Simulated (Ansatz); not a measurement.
Two isomers of AlBF2H2: A = `F[BH][AlH][F]`, B = `F[B](F)[AlH2]`.

Gas-phase electronic energies from Ansatz, PBE0-D4/def2-TZVP geometries. CCSD(T)/CBS adds triple-zeta CCSD(T) − MP2 to the extrapolated MP2 energy (def2 sets, frozen cores). Functionals use def2-TZVPP. B3LYP here is the variant with VWN-RPA as its local correlation; programs differ in this. One conformer a species, not always the lowest.

(1) Which is lower in electronic energy at CCSD(T)/CBS, and by how much? (An estimate is asked.)

(2) Give E(B) − E(A) in kJ/mol with PBE0-D4, B3LYP-D4, PBE-D4, ωB97M-V, r2SCAN-D4, CCSD/def2-TZVPP, LDA (SPW92). (Estimate.)

(3) Does the order hold for the free energy at 298.15 K (harmonic terms from PBE0-D4)? (Best estimate.)

Largest T1 diagnostic: 0.014.

Results:

(1) Ansatz gave: A, by 20.3 kJ/mol.

(2) Computed: PBE0-D4 10.1, B3LYP-D4 16.0, PBE-D4 10.2, ωB97M-V 13.1, r2SCAN-D4 12.4, CCSD/def2-TZVPP 16.1, LDA (SPW92) -0.5. None reverses the order clearly.

(3) Ansatz gave: Yes: G(B) − G(A) = +20.1 kJ/mol, for one conformer each. Modes under 60 cm⁻¹, often nearly free rotors, make the harmonic entropy too high.

Leaving LDA and LC-ωPBE aside and taking each functional with its dispersion term where it has one, the values, not all of them listed here, spread over 14.7 kJ/mol, from B97M-V to B2PLYP. LDA lies −11.3 kJ/mol from PBE without D4. At CCSD(T), def2-SVP lies −16.8 kJ/mol from the extrapolated value and def2-TZVPP −5.1 kJ/mol.
